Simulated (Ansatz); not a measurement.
Hf2O8H8⁺, that is Hf2(OH)8 with one electron fewer, relaxed as a doublet with UKS PBE-D4/def2-SVP in Ansatz, starting from the PBE-D4/def2-SVP geometry of the neutral singlet. Force threshold 0.03 eV/Å.

In the def2 sets Hf takes a core potential; there is no spin–orbit coupling. The gap within one spin of the relaxed charge 1 doublet nearly closes, so an electron or hole may be smeared out by delocalisation error. The relaxation made no stability test and no search for a lower SCF solution. No other spin state of charge 1 was run.

Start:

Cartesian coordinates in Å:
```
Hf 1.711 0.508 0.400
O 1.720 1.532 2.092
O 3.005 -0.880 0.867
O 2.552 1.566 -1.005
O 0.433 -1.028 -0.498
Hf -1.671 -0.440 -0.578
O -2.159 -2.327 -0.723
O -2.983 0.121 0.790
O -2.127 0.349 -2.300
O -0.387 1.083 0.316
H 2.307 1.553 2.863
H 3.505 -1.631 1.206
H 2.966 2.410 -1.230
H 0.755 -1.900 -0.782
H -2.349 -3.271 -0.697
H -3.784 -0.283 1.158
H -2.751 0.886 -2.806
H -0.742 1.751 0.928
```

```json
{"step": "1", "energy (eV)": "-19098.6302", "largest force component (eV/Å)": "0.521", "SCF passes": "124"}
{"step": "2", "energy (eV)": "-19098.7195", "largest force component (eV/Å)": "0.403", "SCF passes": "141"}
{"step": "3", "energy (eV)": "-19098.7436", "largest force component (eV/Å)": "1.508", "SCF passes": "49"}
{"step": "4", "energy (eV)": "-19098.8891", "largest force component (eV/Å)": "0.395", "SCF passes": "46"}
{"step": "5", "energy (eV)": "-19098.9159", "largest force component (eV/Å)": "0.169", "SCF passes": "47"}
{"step": "6 (rejected)", "energy (eV)": "-19098.9139", "largest force component (eV/Å)": "0.153", "SCF passes": "42"}
{"step": "7", "energy (eV)": "-19098.9212", "largest force component (eV/Å)": "0.049", "SCF passes": "42"}
{"step": "8", "energy (eV)": "-19098.9218", "largest force component (eV/Å)": "0.026", "SCF passes": "34"}
{"step": "9", "energy (eV)": "-19098.9221", "largest force component (eV/Å)": "0.028", "SCF passes": "34"}
```

Force components are those of the run's own axes.

End:

```xyz
18

Hf    1.679    0.515    0.409
O     1.913    1.381    2.171
O     2.974   -0.916    0.817
O     2.408    1.640   -0.955
O     0.442   -0.965   -0.595
Hf   -1.661   -0.423   -0.558
O    -2.116   -2.336   -0.717
O    -3.098   -0.078    0.759
O    -2.073    0.435   -2.217
O    -0.436    0.985    0.561
H     2.285    1.745    2.991
H     3.681   -1.477    1.174
H     2.983    2.192   -1.505
H     0.780   -1.805   -0.957
H    -2.515   -3.220   -0.679
H    -3.964   -0.068    1.198
H    -2.481    0.722   -3.047
H    -0.800    1.671    1.150
```

By distances, no bond broke or formed. The bond that changes most is Hf1–O4, from 1.95 to 1.91 Å (atoms count from 1).

The force fell under the threshold at step 8, but the optimiser went on. No frequencies were taken in this run, so the end may be a saddle point.

It took 36 s on 2 threads of AMD EPYC 7R13 on a shared host and a share (18 GiB) of an NVIDIA H100 80GB HBM3, peak host memory 0.88 GiB.
